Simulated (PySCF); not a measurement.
Si(F)(Me)(OH)(NH2) (CH6FNOSi), SMILES C[Si](N)(O)F.

Coordinates come from a ωB97X-D3(BJ)/def2-SVP optimisation. The structure was generated by enumeration, and PubChem lists no compound with its InChIKey, so it may never have been made. The values are those of a single conformer.

Calculation: TDA-PBE/def2-SVPD (PySCF).

Vertical excitations. Isolated molecule, no solvent.

```json
[
 {"state": "S1", "energy (eV)": "5.93", "λ (nm)": "209", "f": "0.020", "main pairs": "HOMO→LUMO 99 %"},
 {"state": "S2", "energy (eV)": "6.80", "λ (nm)": "182", "f": "0.018", "main pairs": "HOMO→LUMO+1 97 %"},
 {"state": "S3", "energy (eV)": "6.97", "λ (nm)": "178", "f": "0.069", "main pairs": "HOMO−1→LUMO 99 %"},
 {"state": "S4", "energy (eV)": "7.24", "λ (nm)": "171", "f": "0.010", "main pairs": "HOMO→LUMO+2 98 %"},
 {"state": "S5", "energy (eV)": "7.67", "λ (nm)": "162", "f": "0.030", "main pairs": "HOMO−2→LUMO 98 %"},
 {"state": "S6", "energy (eV)": "7.80", "λ (nm)": "159", "f": "0.007", "main pairs": "HOMO−1→LUMO+1 98 %"},
 {"state": "S7", "energy (eV)": "7.86", "λ (nm)": "158", "f": "0.005", "main pairs": "HOMO→LUMO+3 78 %, HOMO→LUMO+4 21 %"},
 {"state": "S8", "energy (eV)": "8.21", "λ (nm)": "151", "f": "0.019", "main pairs": "HOMO−3→LUMO 97 %"},
 {"state": "S9", "energy (eV)": "8.26", "λ (nm)": "150", "f": "0.050", "main pairs": "HOMO→LUMO+4 58 %, HOMO−1→LUMO+2 13 %, HOMO→LUMO+3 13 %, HOMO→LUMO+5 9 %"},
 {"state": "S10", "energy (eV)": "8.32", "λ (nm)": "149", "f": "0.024", "main pairs": "HOMO−1→LUMO+2 81 %"},
 {"state": "T1", "energy (eV)": "5.75", "λ (nm)": "216", "f": "0", "main pairs": "HOMO→LUMO 99 %"},
 {"state": "T2", "energy (eV)": "6.60", "λ (nm)": "188", "f": "0", "main pairs": "HOMO→LUMO+1 98 %"},
 {"state": "T3", "energy (eV)": "6.76", "λ (nm)": "183", "f": "0", "main pairs": "HOMO−1→LUMO 99 %"},
 {"state": "T4", "energy (eV)": "7.12", "λ (nm)": "174", "f": "0", "main pairs": "HOMO→LUMO+2 98 %"}
]
```
Triplets are in the Tamm–Dancoff approximation.
